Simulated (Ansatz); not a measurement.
Ansatz (a program for electronic structure) input (RPA@PBE/cc-pVTZ):

Ansatz 0.2 input:
```yaml
crystal:
  periodic: [false, false, false]
  atoms:
    - {symbol: C, position_ang: [2.53473254, 0.00161516, -0.24777966]}
    - {symbol: C, position_ang: [1.20361177, 0.73198683, -0.37363065]}
    - {symbol: C, position_ang: [0.01149827, -0.22597742, -0.06440536]}
    - {symbol: C, position_ang: [-1.31525223, 0.57145524, -0.26006987]}
    - {symbol: C, position_ang: [-2.52643592, -0.32094191, -0.01960131]}
    - {symbol: O, position_ang: [0.10226073, -0.80545094, 1.12962024]}
    - {symbol: H, position_ang: [2.63871165, -0.75209721, -1.03685475]}
    - {symbol: H, position_ang: [2.54015230, -0.51894187, 0.71221627]}
    - {symbol: H, position_ang: [3.39920051, 0.67314703, -0.30795484]}
    - {symbol: H, position_ang: [1.09929989, 1.17879612, -1.37465440]}
    - {symbol: H, position_ang: [1.16403395, 1.54680956, 0.36157663]}
    - {symbol: H, position_ang: [0.01869773, -0.96055603, -0.94312967]}
    - {symbol: H, position_ang: [-1.31349412, 1.38891239, 0.47327381]}
    - {symbol: H, position_ang: [-1.35852477, 1.02215468, -1.26384553]}
    - {symbol: H, position_ang: [-2.37980312, -0.83249918, 0.93402816]}
    - {symbol: H, position_ang: [-3.47090137, 0.23530349, 0.00177769]}
    - {symbol: H, position_ang: [-2.60438504, -1.08624888, -0.80047433]}
basis:
  gaussian:
    orbitals: cc-pVTZ
hamiltonian:
  xc: pbe
total_charge: -1
magnetization: {spin_polarized: false}
correlation: {method: rpa, electrons: outside_noble_gas}
```

Output:

```
Functional definition: PBE
integrals: 1.17 GiB planned
1885 factors; integrals over basis functions are off by at most 1.1e-3 eV
0.44 GiB of the device are held for the grids
1.75 GiB of device memory are held for the factors and their scratch space
mean field: 2.76 GiB planned
mean field evaluation 1: about -7390.6010 eV, gradient 7.7e1 eV
mean field evaluation 2: about -7390.5896 eV, gradient 7.7e1 eV
mean field evaluation 4: about -7391.0217 eV, gradient 8.0e1 eV
mean field evaluation 8: about -7404.4741 eV, gradient 8.4e-1 eV
mean field evaluation 16: about -7404.4754 eV, gradient 6.0e-4 eV
mean field evaluation 32: about -7372.7193 eV, gradient 8.5e1 eV
mean field -7404.47536344 eV, -272.1094506727 hartree, gradient 4.2e-6 eV, S^2 0.000000; 0 other end points of the search recorded, 0 dependent functions left out
6 core orbitals not correlated
reference -7363.10726873 eV, -270.5892012324 hartree; 19, 19 occupied and 309, 309 virtual orbitals, 1885 factors
Total energy: -7414.31313049 eV, -272.4709819434 hartree
```

It need not be the lowest isomer of its formula. Whether it binds its extra electron was not tested at this geometry.
